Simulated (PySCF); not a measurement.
```xyz
6

O     -0.9950    -0.6871     0.3414
Si    -0.0747     0.4547    -0.3907
O      1.4760    -0.0448    -0.3391
F     -0.1055     1.8277     0.4179
H     -1.9481    -0.5888     0.2969
H      1.6474    -0.9616    -0.5646
```

Charge 0, multiplicity 2.

### Question
Give the Mulliken and meta-Löwdin atomic charges from PBE0-D3(BJ)/def2-TZVP run with PySCF 2.14.0.

### Answer

```tsv
atom	Mulliken (e)	meta-Löwdin (e)
O1	-0.48	-0.74
Si2	0.58	1.25
O3	-0.48	-0.74
F4	-0.29	-0.49
H5	0.33	0.36
H6	0.33	0.36
```
